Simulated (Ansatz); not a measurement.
Ansatz (a program for electronic structure) input for Y(OH)3 (H3O3Y), SMILES [OH][Y]([OH])[OH], PBE0/def2-SVPD. Geometry optimised at PBE0-D3(BJ)/def2-SVP. The def2 effective core potentials stand for the cores of Y; spin–orbit coupling is left out. The values are those of a single conformer.

Ansatz 0.2 input:
```yaml
crystal:
  periodic: [false, false, false]
  atoms:
    - {symbol: Y, position_ang: [-0.00000000, -0.00000000, -0.00000000]}
    - {symbol: O, position_ang: [2.02754431, -0.00000000, -0.00000000]}
    - {symbol: H, position_ang: [2.98277893, -0.00000001, 0.00000000]}
    - {symbol: O, position_ang: [-1.01377216, -1.75590488, -0.00000000]}
    - {symbol: H, position_ang: [-1.49138946, -2.58316232, 0.00000000]}
    - {symbol: O, position_ang: [-1.01377216, 1.75590488, 0.00000000]}
    - {symbol: H, position_ang: [-1.49138946, 2.58316233, -0.00000000]}
basis:
  gaussian:
    orbitals: def2-SVPD
hamiltonian:
  xc: {name: PBE0}
```

Log of the run:

```
WARN ansatz: RAYON_NUM_THREADS=1 ignored (pool sized by the plan → 1); use --threads N
Functional definition: PBE0
integrals: 0.05 GiB planned
1098 factors; their error is unknown
mean field: 0.46 GiB planned
mean field evaluation 1: about -7208.4521 eV, gradient 1.0e2 eV
mean field evaluation 2: about -7087.8372 eV, gradient 2.4e2 eV
mean field evaluation 4: about -7226.7822 eV, gradient 7.9e0 eV
mean field evaluation 8: about -7227.0135 eV, gradient 4.1e-2 eV
mean field -7227.01347152 eV, -265.5878464326 hartree, gradient 6.4e-5 eV, S^2 0.000000; 0 other end points of the search recorded, 0 dependent functions left out
reference -7227.01351048 eV, -265.5878478643 hartree; 19, 19 occupied and 108, 108 virtual orbitals, 1098 factors
Total energy: -7227.01351048 eV, -265.5878478643 hartree
```

The calculation finished and met its thresholds.

Cost: very roughly 3 core-seconds.
